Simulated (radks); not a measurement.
Effect of the nuclear size on the erbium ion Er+, [Xe] 4f12 6s1. All-electron calculation, Dirac Kohn-Sham, BLYP, spin-unpolarised, spherical densities, finite nucleus; open shells fill j = l - 1/2 first; Fermi nuclear charge, rms radius 5.2516 fm. Program: a radial shooting solver on a logarithmic mesh with Libxc functionals. The rms radius is varied about that value; shifts are against it.

rms radius (fm),total energy shift (eV),density at nucleus (e/bohr^3),1s1/2 shift (meV),2s1/2 shift (meV),5s1/2 shift (meV),5p1/2 shift (meV),6s1/2 shift (meV),4f7/2 shift (meV),6p1/2 (empty) shift (meV)
4.4218,-9.41,9.177e+05,-3850,-514,-4.06,0.230,-0.336,0.533,0.078
4.7895,-5.38,8.967e+05,-2200,-294,-2.32,0.132,-0.191,0.305,0.045
5.2516,0,8.731e+05,0.000,0.000,0.000,0.000,0.000,0.000,0.000
5.7137,5.73,8.52e+05,2350,313,2.47,-0.140,0.204,-0.325,-0.048
5.908,8.24,8.438e+05,3380,451,3.56,-0.201,0.294,-0.467,-0.069

Slopes of the eigenvalues against <r^2> in GHz/fm^2, as finite differences over the two radii next to the reference (eigenvalue slopes, not the field-shift constants of lines): 1s1/2 113000, 2s1/2 15100, 5s1/2 120, 5p1/2 -6.77, 6s1/2 9.86, 4f7/2 -15.7, 6p1/2 (empty) -2.32.
